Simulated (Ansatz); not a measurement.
**Energy on a grid of two coordinates**

InNH3Br (SMILES [NH2][InH][Br]), singlet, PBE0-D4/def2-TZVP minimum:

```tsv
atom	x (Å)	y (Å)	z (Å)
N1	-0.0082	-0.6278	-0.9999
In2	0.1800	0.6516	0.5207
Br3	-0.0787	-0.5496	2.6735
H4	-0.4296	-1.5272	-0.8280
H5	-0.2048	-0.3090	-1.9352
H6	0.5832	2.2981	0.5227
```

Rows set the angle H5–N1–H4 (°; 111.0 at the minimum), columns the dihedral angle H4–N1–In2–Br3 (°; 16.9), set in this order; the parts move rigidly, in a bend the first-named atom's side turns in the plane, and in a torsion the whole end group turns. CCSD(T) energies count from the value at that structure, in kcal/mol. Ansatz 0.2.0; basis: def2-TZVPP; cores frozen in the correlated methods. Filled d shells of the heavier atoms are correlated. Core potentials replace the inner electrons of the atoms past krypton. The def2 sets are not built for correlating such inner shells, so the correlated values are less sure here.

| H5–N1–H4 \ H4–N1–In2–Br3 | -152.5 | -107.5 | -62.5 | -17.5 | 27.5 | 72.5 | 117.5 | 162.5 |
| --- | --- | --- | --- | --- | --- | --- | --- | --- |
| 81.0 | 16.53 | 19.95 | 22.28 | 17.82 | 15.39 | 19.70 | 23.06 | 19.22 |
| 96.0 | 4.57 | 8.69 | ? | 6.33 | 3.77 | 8.70 | ? | 7.53 |
| 111.0 | 0.56 | 5.47 | 8.24 | 2.64 | ? | 5.75 | 8.96 | 3.46 |
| 126.0 | 4.02 | 9.81 | 12.39 | 6.33 | 4.33 | 10.31 | 12.88 | 6.57 |
| 141.0 | 14.33 | 21.08 | 23.17 | 16.71 | 15.30 | 21.66 | 23.24 | 16.20 |

(1) Fill in the withheld cells. (To be estimated.)

The T1 diagnostic stays at or below 0.013.

## Answers

(1) The calculation gives: (96.0, 117.5): 12.19; (96.0, -62.5): 11.39; (111.0, 27.5): 0.25 kcal/mol. These count from the CCSD(T) energy at the PBE0-D4 minimum.

The same grid for a cheaper method: PBE0-D4 − CCSD(T), both counted from the minimum, in kcal/mol:
```csv
H5–N1–H4 \ H4–N1–In2–Br3,-152.5,-107.5,-62.5,-17.5,27.5,72.5,117.5,162.5
81.0,0.05,-0.25,-0.43,-0.16,0.12,-0.01,-0.09,-0.01
96.0,0.06,-0.25,-0.42,-0.11,0.14,-0.03,-0.13,-0.01
111.0,-0.04,-0.38,-0.54,-0.21,0.01,-0.21,-0.32,-0.12
126.0,-0.25,-0.60,-0.76,-0.42,-0.25,-0.51,-0.59,-0.32
141.0,-0.54,-0.90,-1.05,-0.69,-0.58,-0.88,-0.92,-0.57
```

For scale, one of the runs: CCSD(T)/def2-TZVPP, 171 basis functions (an equivalent command: `ansatz run in.yaml --threads 4`). The run took 63 s on 4 CPU threads (shared host), with 1.7 GiB of host memory at its peak.
